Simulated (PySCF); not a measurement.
Can point charges reproduce the dipole moment of `[SiH3]SC1=CCCCCC1`?

Coordinates (PBE0-D3(BJ)/def2-SVP, Å) and charges (e) from the PBE0/pcSseg-1 density (PySCF):

```tsv
atom	x	y	z	Mulliken	IAO	Hirshfeld	ESP-fitted
Si1	3.802	0.315	0.302	+0.4673	+0.5226	+0.2792	+0.3491
S2	2.381	0.988	-1.156	-0.1638	-0.1471	-0.0794	-0.2770
C3	0.912	0.257	-0.422	-0.4801	-0.1107	-0.0110	+0.0286
C4	0.071	1.050	0.258	-0.0052	-0.1503	-0.0471	-0.1483
C5	-1.241	0.597	0.835	-0.1849	-0.2660	-0.0657	-0.1034
C6	-2.236	0.046	-0.189	-0.2103	-0.2462	-0.0646	+0.0334
C7	-1.911	-1.345	-0.723	-0.2405	-0.2484	-0.0661	-0.0401
C8	-0.607	-1.484	-1.501	-0.2004	-0.2448	-0.0644	-0.1083
C9	0.661	-1.206	-0.690	-0.1084	-0.2671	-0.0746	+0.0187
H10	3.742	-1.170	0.458	-0.0768	-0.1191	-0.0744	-0.0872
H11	5.148	0.714	-0.205	-0.0758	-0.1037	-0.0716	-0.0463
H12	3.554	0.944	1.634	-0.0678	-0.1164	-0.0767	-0.0902
H13	0.349	2.101	0.385	+0.1028	+0.1506	+0.0398	+0.1098
H14	-1.060	-0.175	1.607	+0.1311	+0.1370	+0.0395	+0.0512
H15	-1.701	1.446	1.364	+0.1293	+0.1435	+0.0444	+0.0682
H16	-3.232	0.008	0.282	+0.1215	+0.1329	+0.0394	+0.0001
H17	-2.320	0.759	-1.028	+0.1186	+0.1297	+0.0337	+0.0235
H18	-1.891	-2.053	0.127	+0.1078	+0.1195	+0.0317	+0.0278
H19	-2.742	-1.676	-1.368	+0.1234	+0.1337	+0.0396	+0.0170
H20	-0.619	-0.824	-2.384	+0.1227	+0.1319	+0.0340	+0.0630
H21	-0.548	-2.515	-1.887	+0.1230	+0.1343	+0.0407	+0.0371
H22	1.530	-1.621	-1.220	+0.1324	+0.1476	+0.0344	+0.0261
H23	0.597	-1.746	0.274	+0.1342	+0.1366	+0.0384	+0.0475
```

Question: What dipole does each set of charges give (1 e·Å = 4.803 D), and what does the density give?

Answer: The full density gives (-1.31, -1.02, 1.07) D, 1.98 D in size; dipole vectors point from the negative to the positive end.

| scheme | μx | μy | μz | size (D) | share of the full size (%) | angle to the full dipole (°) |
| --- | --- | --- | --- | --- | --- | --- |
| Mulliken | -0.74 | -1.71 | 1.78 | 2.58 | 130 | 25 |
| IAO | -0.23 | -0.75 | 0.80 | 1.12 | 57 | 30 |
| Hirshfeld | -0.79 | -0.31 | 0.26 | 0.88 | 45 | 22 |
| ESP-fitted | -1.30 | -1.03 | 1.05 | 1.96 | 99 | 1 |

Question: Which set comes closest?

Answer: Length of the difference vector: ESP-fitted 0.03 D, Mulliken 1.14 D, IAO 1.15 D, Hirshfeld 1.20 D. Closest: ESP-fitted. 

Question: What is left for the Hirshfeld atoms' own dipoles?

Answer: The shares of the density sum to the whole, so what Σ q r misses lies in dipoles about the nuclei. The atomic dipoles sum to (-1.31, -1.02, 1.07) − (-0.79, -0.31, 0.26) = (-0.52, -0.71, 0.81) D, 1.20 D in size.

Question: With the origin at the mean of the coordinates, (0.115, -0.287, -0.228) Å, which are the largest single terms, by size, of the Mulliken dipole along the direction of the full one?

Answer: Si1 -5.55, C3 +2.11, S2 +2.10, C7 -1.87, C6 -1.43 D; all 23 atoms together +2.34 D. The single terms depend on the origin, their sum doesn't.

Question: Give the size of the full dipole in other units.

Answer: 1.98 D = 0.779 au = 0.412 e·Å = 6.60 × 10⁻³⁰ C·m.

Isolated species at its PBE0-D3(BJ)/def2-SVP geometry (one conformer only).
